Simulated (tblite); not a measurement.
Species: C₄H₉NSi₃.
Atom-mapped SMILES: `[CH3:1][Si@H:2]([C:3]#[C:4][C:5]#[N:6])[SiH2:7][SiH3:8]` (hydrogens: H9, H10, H11 on C1; H12 on Si2; H13, H14 on Si7; H15, H16, H17 on Si8)

Structure optimised with GFN2-xTB, isolated species.

Problem. Give the optimised bond lengths and angles.

Solution. 
| bond | length (Å) |
| --- | --- |
| C1–Si2 | 1.904 |
| Si2–C3 | 1.859 |
| C3≡C4 | 1.214 |
| C4–C5 | 1.362 |
| C5≡N6 | 1.150 |
| Si2–Si7 | 2.331 |
| Si7–Si8 | 2.319 |
| C1–H9, C1–H10, C1–H11 | 1.087 |
| Si2–H12 | 1.473 |
| Si7–H13 | 1.472 |
| Si7–H14 | 1.474 |
| Si8–H15, Si8–H16, Si8–H17 | 1.465 |

Bonds in one row agree within 0.01 Å and their mean is given. A selection of angles:
| angle | degrees |
| --- | --- |
| C1–Si2–C3 | 105.4 |
| C1–Si2–Si7 | 111.9 |
| C3–Si2–Si7 | 107.0 |
| Si2–C3–C4 | 175.6 |
| C3–C4–C5 | 179.2 |
| C4–C5–N6 | 179.8 |
| Si2–Si7–Si8 | 115.2 |

Torsions: C1–Si2–Si7–Si8 72° (synclinal).

Si8 (SiH3 silicon) is tetrahedral (angles from 106.9° to 112.8°). The 2 C–C bonds span 1.214 Å (C3≡C4, drawn triple) to 1.362 Å (C4–C5, drawn single), a spread of 0.148 Å. The C–Si distances run from 1.859 Å (Si2–C3, drawn single) to 1.904 Å (C1–Si2, drawn single), a spread of 0.045 Å. Si7 (SiH2 silicon) is distorted tetrahedral (angles from 103.5° to 115.2°). Si2 (SiH silicon) is distorted tetrahedral (angles from 103.3° to 119.6°).

Point group: C1 (no symmetry element, even within 0.4 Å). GFN2-xTB frequencies show an imaginary mode (34i cm⁻¹), so the point is no minimum at that level.

The numbers are calculated, not measured.
